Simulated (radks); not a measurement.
Rh XXXIII, 13 electrons, occupied as [Ne] 3s2 3p1.

Calculated with a radial shooting solver on a logarithmic mesh with Libxc functionals: Dirac Kohn-Sham, PBE, spin-unpolarised, spherical densities, finite nucleus; open shells fill j = l - 1/2 first; Fermi nuclear charge, rms radius 4.4945 fm.

Energy parts (eV):
| part | energy |
|---|---|
| total | -108429.549 |
| kinetic | 113862.062 |
| electron-nucleus | -235498.406 |
| Hartree | 15466.384 |
| exchange-correlation | -2259.589 |

Orbitals (lengths in bohr, moments of r in powers of bohr; <r^-3> diverges for s and p1/2):
| orbital | occ. | eigenvalue (eV) | <r^4> | <1/r> | <r^-3> |
|---|---|---|---|---|---|
| 1s1/2 | 2 | -24795.68 | 5.352e-06 | 47.07 | - |
| 2s1/2 | 2 | -5020.971 | 0.0008890 | 10.96 | - |
| 2p1/2 | 2 | -4795.137 | 0.0005753 | 10.91 | - |
| 2p3/2 | 4 | -4645.797 | 0.0006505 | 10.32 | 3117 |
| 3s1/2 | 2 | -1966.017 | 0.02540 | 4.404 | - |
| 3p1/2 | 1 | -1887.368 | 0.02257 | 4.345 | - |
| 3p3/2 | 0 | -1850.686 | 0.02439 | 4.194 | 779.2 |

The highest occupied level is 3p1/2 at -1887.4 eV. The electron density at the nucleus is 1.219e+05 e/bohr^3. Summed over all electrons, <r^2> = 0.5421 bohr^2, which gives a Langevin (diamagnetic) susceptibility term of -0.429 x 10^-6 cm^3/mol. For comparison, the ionisation energy in NIST's Atomic Spectra Database is 1903 eV (semi-empirical). In exact Kohn-Sham theory the highest level is minus the ionisation energy, but local and semilocal functionals leave it too shallow, through self-interaction and a potential that decays too fast; potentials with the right tail come closer.

Beside tabulated values, note that spin-unpolarised runs miss the spin-polarisation part of the exchange energy of open shells.
